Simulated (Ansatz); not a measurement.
Species: [Nb(Cl)3(F)2] (charge 0, multiplicity 1).

Q: Give a relaxed geometry from PBE-D3(BJ)/def2-SVP in Ansatz (a program for electronic structure).

A: the end point of this relaxation.
Cartesian coordinates (Å) in one orientation:
```xyz
6

Nb     0.000     0.000     0.000
Cl    -0.220     0.111    -2.274
Cl    -1.793     0.455     1.346
Cl     2.012    -0.566     0.928
F      0.492     1.818     0.041
F     -0.492    -1.818    -0.042
```
